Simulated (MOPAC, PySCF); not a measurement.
H4S2Si, SMILES `S[SiH2]S` (H–S–Si–S torsion 56°, S–Si–S–H torsion 56°), neutral singlet in the gas phase. 

Cartesian coordinates (Å):
SMILES: S[SiH2]S
```xyz
7

S      1.7351    -0.6815     0.0718
Si     0.0259     0.6170     0.0401
S     -1.8533    -0.4057    -0.1360
H      1.4290    -1.2715    -1.1088
H      0.1552     1.3795     1.3158
H      0.0201     1.5418    -1.1304
H     -1.6464    -1.1752     0.9597
```
Charge 0, multiplicity 1.

All levels are single points at this geometry (PBE-D3(BJ)/def2-TZVP); Pople sets use spherical d functions. Orbital energies aren't observables, and empty levels follow the basis.

```json
[
 {"level": "PBE-D3(BJ)/def2-TZVP in PySCF", "HOMO (eV)": "-6.28", "LUMO (eV)": "-1.13", "gap (eV)": "5.15", "dipole (D)": "0.26", "vertical IE, Delta-SCF (eV)": "–"},
 {"level": "B3LYP/3-21G in PySCF", "HOMO (eV)": "-7.38", "LUMO (eV)": "-0.30", "gap (eV)": "7.08", "dipole (D)": "0.18", "vertical IE, Delta-SCF (eV)": "–"},
 {"level": "B3LYP/6-31G* in PySCF", "HOMO (eV)": "-7.20", "LUMO (eV)": "-0.20", "gap (eV)": "7.00", "dipole (D)": "0.06", "vertical IE, Delta-SCF (eV)": "9.47"},
 {"level": "BP86/6-31G* in PySCF", "HOMO (eV)": "-6.36", "LUMO (eV)": "-1.02", "gap (eV)": "5.34", "dipole (D)": "0.14", "vertical IE, Delta-SCF (eV)": "–"},
 {"level": "M06-2X/6-31G* in PySCF", "HOMO (eV)": "-8.61", "LUMO (eV)": "0.77", "gap (eV)": "9.37", "dipole (D)": "0.07", "vertical IE, Delta-SCF (eV)": "–"},
 {"level": "HF/6-31G* in PySCF", "HOMO (eV)": "-10.31", "LUMO (eV)": "3.41", "gap (eV)": "13.71", "dipole (D)": "0.17", "vertical IE, Delta-SCF (eV)": "9.39"},
 {"level": "HF/STO-3G in PySCF", "HOMO (eV)": "-7.09", "LUMO (eV)": "9.53", "gap (eV)": "16.61", "dipole (D)": "0.23", "vertical IE, Delta-SCF (eV)": "–"},
 {"level": "PM3 in MOPAC", "HOMO (eV)": "-9.49", "LUMO (eV)": "-2.12", "gap (eV)": "7.37", "dipole (D)": "0.23", "vertical IE, Delta-SCF (eV)": "–"},
 {"level": "PM7 in MOPAC", "HOMO (eV)": "-9.51", "LUMO (eV)": "-1.17", "gap (eV)": "8.34", "dipole (D)": "0.08", "vertical IE, Delta-SCF (eV)": "–"}
]
```
